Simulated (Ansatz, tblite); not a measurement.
Forces on the cluster P7S2⁺ at its PBE-D4/def2-SVP geometry. Total charge 1; singlet.

The xTB rows come from tblite. Another isomer (singlet) lies 0.80 eV lower at PBE0-D4/def2-TZVP; other spin states weren't run for this one.

GFN1-xTB (tblite), largest force 1.46 eV/Å:

```xyz
9
positions Å, forces eV/Å
P     1.332   -0.006   -1.508   -1.027    0.042    0.958
P     0.821   -1.207    1.830   -0.968   -0.300   -0.780
P    -0.151    2.491   -0.605    0.338   -1.362   -0.177
P    -1.767    1.044   -0.077    0.728   -0.076    0.062
P    -0.738    0.757   -2.039    0.792    0.332    0.931
P    -0.920   -2.342    1.004    1.081    0.971    0.167
P    -1.212   -0.208    1.660    0.165   -0.388   -0.593
S     0.922   -1.977   -0.248   -0.217    1.097    0.167
S     1.714    1.448   -0.017   -0.891   -0.317   -0.733
```

GFN2-xTB (tblite), largest force 0.87 eV/Å:

```
P -0.242 -0.053 0.162
P -0.576 -0.403 -0.304
P -0.154 -0.590 -0.230
P 0.252 0.243 -0.190
P 0.582 0.327 0.551
P 0.644 0.471 0.190
P 0.167 -0.318 0.064
S -0.171 0.555 0.109
S -0.502 -0.232 -0.353
```

PBE-D4/def2-TZVP (Ansatz), largest force 0.57 eV/Å:

```
P -0.306 0.126 0.409
P -0.371 -0.155 -0.411
P 0.130 -0.538 -0.038
P 0.277 0.018 -0.087
P 0.191 0.135 0.370
P 0.404 0.358 -0.011
P 0.156 -0.195 -0.186
S -0.169 0.278 0.305
S -0.311 -0.026 -0.352
```
